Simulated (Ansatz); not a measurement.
Consider the hydrogenolysis of the Si–O bond: `CO[SiH2]P` + H₂ → `[SiH3]P` + CH₃OH.

Calculated with Ansatz (gas phase, PBE0-D4/def2-TZVP geometries, no zero-point term in ΔE). CCSD(T)/CBS adds triple-zeta CCSD(T) − MP2 to the extrapolated MP2 energy (def2 sets, frozen cores). This one scheme is used for every species. Functionals use def2-TZVPP. B3LYP here is the variant with VWN-RPA as its local correlation; programs differ in this. One conformer a species, not always the lowest.

CCSD(T)/CBS gives +16.9 kcal/mol.

Task: Another level gave +17.4 kcal/mol. Which?
A. r2SCAN-D4/def2-TZVPP
B. ωB97X-V/def2-TZVPP
C. PBE0/def2-TZVPP
D. B3LYP/def2-TZVPP

Result: A. r2SCAN-D4 17.4, B3LYP 14.5, ωB97X-V 16.2, PBE0 13.5 kcal/mol.

Largest T1 diagnostic among the species: 0.013.

In def2-TZVPP, CCSD(T) changes the Hartree–Fock value by +2.5 kcal/mol (the triples alone add +0.8 kcal/mol) and MP2 by +4.4 kcal/mol. The D4 term adds +2.7 kcal/mol with B3LYP and +1.5 kcal/mol with PBE0; it sums over pairs of atoms, weighted by their polarisabilities, and B3LYP, whose exchange is more repulsive, gets the larger term.
